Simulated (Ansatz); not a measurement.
`B[SiH2]N[SiH2]F` → `[BH2]`• + `F[SiH2]N[SiH2]`• at 700 K and 1 bar (homolysis of the B–Si bond).

Program: Ansatz. Geometries: PBE0-D4/def2-TZVP. ΔE: electronic, gas phase. CCSD(T)/CBS adds triple-zeta CCSD(T) − MP2 to the extrapolated MP2 energy (def2 sets, frozen cores). This one scheme is used for every species. Open shells (•) are unrestricted, without spin–orbit coupling. One conformer a species, not always the lowest.

```csv
species,CCSD(T)/CBS energy (Eh),H − E (kJ/mol),S (J/(mol·K))
`B[SiH2]N[SiH2]F`,-761.73684,288.9,502.8
`[BH2]`•,-25.87431,63.2,226.2
`F[SiH2]N[SiH2]`•,-735.72181,209.1,448.0
```

H − E and S are ideal-gas, rigid-rotor, harmonic terms from PBE0-D4/def2-TZVP, for one conformer and one mirror image of each species, with the whole ground term of open shells counted as degenerate. 1 Eh = 2625.50 kJ/mol, R = 8.31446 J/(mol·K).

By hand: ΔE, ΔH, ΔS and ΔG.

ΔE = (-25.87431) + (-735.72181) − (-761.73684) = 0.14072 Eh = 369.5 kJ/mol. Δ(H − E) = 63.2 + 209.1 − 288.9 = -16.6, so ΔH = 352.9 kJ/mol. ΔS = 226.2 + 448.0 − 502.8 = 171.4 J/(mol·K). ΔG = 352.9 − 700 × (171.4)/1000 = 232.9 kJ/mol.

By hand: the equilibrium constant, and the temperature at which ΔG would vanish if ΔH and ΔS stayed fixed.

log₁₀ K = −ΔG/(RT ln 10) = -17.4. ΔG = 0 at ΔH/ΔS = 2059 K.

The number of gas molecules changes by +1, which sets the sign of ΔS. A doubt of 5 kJ/mol in ΔE shifts log₁₀ K by 0.4 here. Other conformers and mirror images would add mixing entropy, several J/(mol·K) or more a flexible species. Modes under 60 cm⁻¹, often nearly free rotors, make the harmonic entropy too high. These are equilibria of isolated gas molecules and say nothing of rates. Largest T1 diagnostic: 0.014 (customary marks: 0.02 for closed shells, 0.045 for open ones).
